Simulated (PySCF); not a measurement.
This PySCF input asks for the NMR shieldings of `CC[C@H]1CC[SiH2]O1`, C5H12OSi; the geometry comes from GFN2-xTB.

```python
import basis_set_exchange as bse
import numpy as np
from pyscf import gto, dft
from pyscf.prop import nmr

atoms = """
C     2.660166    0.421497    0.186505
C     1.498642   -0.545508    0.377871
C     0.234644   -0.065344   -0.331371
C    -0.896118   -1.101922   -0.284915
C    -2.217143   -0.360130   -0.481702
Si   -1.837459    1.303887    0.367073
O    -0.220056    1.128720    0.278793
H     2.933266    0.487089   -0.864668
H     2.373671    1.411724    0.531007
H     3.529282    0.090923    0.750397
H     1.276059   -0.641201    1.442506
H     1.762065   -1.532329   -0.008897
H     0.472396    0.173701   -1.377671
H    -0.888720   -1.569645    0.702034
H    -0.732358   -1.877947   -1.033979
H    -3.050374   -0.925242   -0.072748
H    -2.414217   -0.218350   -1.544667
H    -2.251665    2.466220   -0.411893
H    -2.241884    1.363108    1.768863
"""
names = dict.fromkeys(["C", "Si", "O", "H"], "pcSseg-1")
basis = {el: gto.basis.parse(bse.get_basis(n, elements=[el], fmt="nwchem")) for el, n in names.items()}
mol = gto.M(atom=atoms, basis=basis, charge=0, verbose=0)
mf = dft.RKS(mol, xc="PBE0")
mf.grids.level = 2
mf.grids.alignment = dft.numint.BLKSIZE   # the property module wants whole blocks of grid points
mf.conv_tol = 1e-9
mf.kernel()

calc = nmr.RKS(mf)   # GIAO
C = mf.mo_coeff
Co = C[:, mf.mo_occ > 0]
resp = mf.gen_response(singlet=True, hermi=2)
def vind(x):   # induced exchange potential for any number of trial vectors
    d = np.einsum("pi,xij,qj->xpq", C, 2 * x.reshape(-1, C.shape[1], Co.shape[1]), Co, optimize=True)
    return np.einsum("xpq,pi,qj->xij", resp(d - d.transpose(0, 2, 1)), C, Co, optimize=True).ravel()
mo1, _ = nmr.rhf.solve_mo1(calc, with_cphf=vind)
sigma = calc.kernel(mo1)
for i, s in enumerate(sigma):   # ppm
    w = np.linalg.eigvalsh((s + s.T) / 2)
    print("%2d %-2s iso %8.1f  s11 %8.1f  s22 %8.1f  s33 %8.1f" % (i, mol.atom_pure_symbol(i), w.mean(), *w))
```

**Question.** What are the results?

**Answer.** 
```
 0 C  iso    172.3  s11    158.7  s22    171.0  s33    187.2
 1 C  iso    150.6  s11    136.9  s22    144.8  s33    170.2
 2 C  iso    101.3  s11     64.2  s22    105.8  s33    133.8
 3 C  iso    151.0  s11    129.0  s22    151.9  s33    172.0
 4 C  iso    174.1  s11    152.7  s22    173.7  s33    195.9
 5 Si iso    351.6  s11    288.7  s22    341.1  s33    425.0
 6 O  iso    285.7  s11    235.7  s22    290.5  s33    330.9
 7 H  iso     30.8  s11     26.7  s22     28.6  s33     37.3
 8 H  iso     30.0  s11     24.6  s22     30.3  s33     35.0
 9 H  iso     30.6  s11     25.9  s22     27.7  s33     38.2
10 H  iso     30.4  s11     26.3  s22     30.7  s33     34.2
11 H  iso     30.2  s11     24.6  s22     30.6  s33     35.3
12 H  iso     28.0  s11     25.2  s22     26.2  s33     32.5
13 H  iso     30.4  s11     25.1  s22     30.5  s33     35.6
14 H  iso     29.7  s11     24.8  s22     28.6  s33     35.7
15 H  iso     30.7  s11     25.9  s22     27.7  s33     38.5
16 H  iso     30.5  s11     26.1  s22     27.4  s33     38.0
17 H  iso     26.6  s11     23.0  s22     24.2  s33     32.7
18 H  iso     26.7  s11     22.9  s22     24.3  s33     33.0
```

These numbers come from an equivalent density-fitted implementation of the same equations, which agrees with the script to about 0.01 ppm for H and up to a few tenths of a ppm for heavy atoms, so last digits may differ.

**Question.** Turn these shieldings into chemical shifts. Chemical shifts δ = σref − σ; 13C (σ = 186.93 ppm), 29Si (σ = 349.16 ppm), 1H (σ = 31.72 ppm) against TMS; H2O for 17O (σ = 336.08 ppm), all at this level.

**Answer.** Averaging equivalent atoms: C 2: 85.6; C 1: 36.3; C 3: 36.0; C 0: 14.6; C 4: 12.9; Si 5: -2.4; O 6: 50.4; H 17: 5.09; H 18: 5.00; H 12: 3.74; H 14: 2.03; H 11: 1.53; H 13: 1.33; H 10: 1.32; H 7/8/9: 1.24; H 16: 1.19; H 15: 1.03 ppm. Experimental scales use liquid or dissolved standards, which lie at an offset from isolated H2O (liquid H2O: subtract about 36 ppm).

Size and cost of the density-fitted run: 186 basis functions, 61 s wall time on 1 thread of an Arm Neoverse N1, shared host; peak memory 0.84 GiB.
